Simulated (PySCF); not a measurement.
A GIAO shielding run with PySCF 2.14.0 with density-fitted response routines (density fitting, non-relativistic, gas phase) on SMILES C[CH2][Al@@H-]([NH3+])[CH]1CC1, C$_{5}$H$_{14}$AlN:

```
$ OMP_NUM_THREADS=1 python probes_run.py task.json out

{"job": {"kind": "nmr", "xc": "PBE", "basis": "pcSseg-1", "pop": false}, "charge": 0, "multiplicity": 1}
C     -3.089403    -0.560815     0.002620
C     -1.727464    -1.118819     0.417684
Al    -0.146620    -0.155200    -0.303347
N     -0.560075     1.790513     0.291298
C      1.620602    -0.365018     0.543290
C      2.798774    -0.906626    -0.235812
C      2.763311     0.542671     0.117186
H     -3.199133    -0.527552    -1.094569
H     -3.940421    -1.147476     0.390902
H     -3.245204     0.473009     0.363156
H     -1.659550    -1.167177     1.521728
H     -1.651997    -2.173408     0.091713
H     -0.078691     0.101398    -1.897817
H     -1.378437     2.179841    -0.178246
H     -0.715197     1.866618     1.297375
H      0.241325     2.380210     0.061197
H      1.657116    -0.628977     1.609722
H      2.649665    -1.185043    -1.284851
H      3.524733    -1.538694     0.285290
H      2.597107     1.260455    -0.696711
H      3.466513     0.902171     0.875957
```

Hardware: 1 thread of an Intel Xeon, shared host. The job also computes ring-centre shieldings.

(1) How large is the calculation?

(2) How long does it take, and how much memory does it need?

(3) And these other runs on the same molecule and hardware: GIAO shielding at PBE0/pcSseg-1?

## Answers

(1) 64 electrons, 196 basis functions and 1032 auxiliary functions.

(2) 110 s of wall time, with 14 SCF cycles; peak memory 0.77 GiB. Times on a shared host scatter by some tens of per cent.

(3) PBE0/pcSseg-1: 196 functions, 86 s.
